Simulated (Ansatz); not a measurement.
Geometry optimisation, Ansatz 0.2.0, RKS PBE0-D4/6-31G*.

The input (input.yaml):

```yaml
crystal:
  periodic: [false, false, false]
  atoms:
    - { symbol: B, position_ang: [0.0, 0.0, 0.0] }
    - { symbol: "N", position_ang: [0.0, 0.0, 1.9] }
    - { symbol: H, position_ang: [-0.877, -0.2713, 2.43] }
    - { symbol: H, position_ang: [0.877, 0.2713, 2.43] }
    - { symbol: "N", position_ang: [1.3423, 0.0, -0.775] }
    - { symbol: H, position_ang: [1.8089, -0.9179, -1.0268] }
    - { symbol: H, position_ang: [1.7937, 0.9179, -1.0532] }
    - { symbol: "N", position_ang: [-1.3423, 0.0, -0.775] }
    - { symbol: H, position_ang: [-2.0112, -0.8164, -0.6764] }
    - { symbol: H, position_ang: [-1.5914, 0.8164, -1.4036] }
    - { symbol: H, position_ang: [-0.4335, 1.3459, 0.4698] }
    - { symbol: H, position_ang: [-0.3569, 1.1079, 1.3606] }
basis:
  gaussian: { orbitals: "6-31G*" }
hamiltonian:
  xc: pbe0
  dispersion: d4
relax:
  f_tol: 0.15
  max_steps: 25
  restrain:
    - { distance: [0, 10], at: 2.39, k: 30.0 }
    - { distance: [11, 1], at: 2.26, k: 30.0 }
    - { distance: [0, 1], at: 1.55, k: 30.0 }
    - { distance: [11, 10], at: 0.66, k: 30.0 }
output:
  orbitals: {}
```

Launched with:

```bash
$ ansatz run input.yaml --threads 1 --pin off --max-ram 2048MiB --backend cpu --events-out ev --progress --plain --runs-dir out
```

Problem. Where does it end, and by what steps?

Solution. The run converged. The restraints hold the end off the free minimum; the threshold counts their pulls, which the force column leaves out. Restrained pairs: B1–H11 (1.49 → 2.40 Å), N2–H12 (1.28 → 2.27 Å), B1–N2 (1.90 → 1.50 Å), H11–H12 (0.93 → 0.71 Å). After 15 steps the energy has fallen by 5.293 eV (the restraints' own energy left out); H6 moved furthest, 1.30 Å.

```json
{"step": "0", "energy less start (eV)": "0.0000", "largest force component (eV/Å)": "3.798", "accepted": "yes"}
{"step": "1", "energy less start (eV)": "-0.2965", "largest force component (eV/Å)": "2.014", "accepted": "yes"}
{"step": "2", "energy less start (eV)": "-1.0331", "largest force component (eV/Å)": "2.708", "accepted": "yes"}
{"step": "3", "energy less start (eV)": "-2.4114", "largest force component (eV/Å)": "2.628", "accepted": "yes"}
{"step": "4", "energy less start (eV)": "-3.9648", "largest force component (eV/Å)": "1.372", "accepted": "yes"}
{"step": "5", "energy less start (eV)": "-4.4410", "largest force component (eV/Å)": "1.576", "accepted": "yes"}
{"step": "6", "energy less start (eV)": "-4.6822", "largest force component (eV/Å)": "1.623", "accepted": "yes"}
{"step": "7", "energy less start (eV)": "-4.8145", "largest force component (eV/Å)": "1.633", "accepted": "yes"}
{"step": "8", "energy less start (eV)": "-4.9603", "largest force component (eV/Å)": "1.881", "accepted": "yes"}
{"step": "9", "energy less start (eV)": "-5.0467", "largest force component (eV/Å)": "1.974", "accepted": "yes"}
{"step": "10", "energy less start (eV)": "-5.1288", "largest force component (eV/Å)": "1.935", "accepted": "yes"}
{"step": "11", "energy less start (eV)": "-5.2275", "largest force component (eV/Å)": "1.697", "accepted": "yes"}
{"step": "12", "energy less start (eV)": "-5.2840", "largest force component (eV/Å)": "1.487", "accepted": "yes"}
{"step": "13", "energy less start (eV)": "-5.2899", "largest force component (eV/Å)": "1.537", "accepted": "yes"}
{"step": "14", "energy less start (eV)": "-5.3066", "largest force component (eV/Å)": "1.459", "accepted": "no"}
{"step": "15", "energy less start (eV)": "-5.2934", "largest force component (eV/Å)": "1.485", "accepted": "yes"}
```

```xyz
12
Properties=species:S:1:pos:R:3
B -0.006 -0.160 0.153
N -0.032 -0.111 1.652
H -0.839 -0.521 2.102
H 0.811 -0.435 2.108
N 1.241 0.039 -0.512
H 1.282 0.168 -1.511
H 1.989 0.519 -0.037
N -1.198 -0.438 -0.571
H -2.086 -0.581 -0.118
H -1.287 -0.262 -1.559
H -0.329 2.220 0.247
H -0.337 2.016 0.927
```

Run time: 33 s on 1 thread of Intel(R) Xeon(R) Platinum 8559C (Emerald Rapids), on a shared host, peak memory 0.17 GiB.
